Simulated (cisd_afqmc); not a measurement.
Input (AFQMC/CISD/cc-pVTZ; cisd_afqmc is a phaseless AFQMC code with CISD trial states that reads the integrals written by Ansatz):

Ansatz 0.2 input:
```python
import cisd_afqmc

open("ham.yaml", "w").write("""\
crystal:
  periodic: [false, false, false]
  atoms:
    - {symbol: O, position_ang: [-0.00000000, -0.00000000, -2.01585676]}
    - {symbol: B, position_ang: [-0.00000000, -0.00000000, -0.81788386]}
    - {symbol: B, position_ang: [0.00000000, 0.00000000, 0.81788386]}
    - {symbol: O, position_ang: [0.00000000, 0.00000000, 2.01585676]}
basis:
  gaussian:
    orbitals: cc-pVTZ
magnetization: {spin_polarized: false}
correlation: {method: ccsd, electrons: outside_noble_gas, hamiltonian_folder: ham}
""")
rep = cisd_afqmc.ansatz("ham.yaml")
e_ccsd = rep["correlation"]["coupled_cluster"]["energy"]["hartree"]
out = cisd_afqmc.run("ham", e_ccsd, trial="CISD", walkers=2000, populations=1, threads=12, dt=0.005, steps=40, early=24, settle=10, least=100,
    cut=5e-5, rank_cut=2e-4, target=0.0004, seconds=1500, seed=4, memory=62639, gpu=True)
```

Output:

```
orbitals 116, occupied [9], factors 613 of 744, rank of the doubles 390 of 963
E(HF) = -199.255237
E(CCSD) on the cut factors = -199.893080, shift to the whole factors -0.000006
Energy of the trial state on the determinant = -199.893115
  tau behind 7.2 of longer steps, mean of the populations' last blocks
   2.0  -199.92935
   4.0  -199.92644
   6.0  -199.92638
   8.0  -199.92500
  10.0  -199.92735
  12.0  -199.92541
  14.0  -199.92532
  16.0  -199.92676
  18.0  -199.92722
  20.0  -199.92742
  22.0  -199.92514
blocks 104 (0 outliers left out), error by blocks joined: 1: 0.00027, 2: 0.00033, 4: 0.00035, 8: 0.00040
E(AFQMC/CISD) = -199.92627 +/- 0.00040
```
